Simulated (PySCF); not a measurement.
**A small calculation by hand: oscillator strength and radiative lifetime**

C₄H₈O₂, SMILES [C@H]1([C@](O)(C)C1)O.

Geometry: ωB97X-D3(BJ)/def2-SVP. The structure was generated by enumeration; whether it is a known compound was not checked. The values are those of a single conformer.

TDDFT-PBE/def2-SVPD (PySCF) puts the first singlet state with f over 0.02 at 6.02 eV (vertical), with the transition dipole (-0.227, 0.191, 0.230) in atomic units.

Find the oscillator strength, the wavelength and the radiative lifetime that this transition would have in vacuum if emission retraced absorption.


|μ|² = 0.1409 au, so |μ| = 0.95 D. ΔE = 6.02/27.211 = 0.2212 hartree. f = (2/3) ΔE |μ|² = 0.021 (the program prints 0.021).
λ = 1239.84/6.02 = 206 nm; ν = 48555 cm⁻¹.
Einstein's coefficient A = 0.6670 ν² f s⁻¹ (ν in cm⁻¹) = 3.3e7 s⁻¹, so τ = 1/A = 31 ns. This state is S2; the lower singlet has f = 0.010. The figure is the radiative limit of this one transition; relaxation, internal conversion, crossing to triplets and a medium change what is measured.
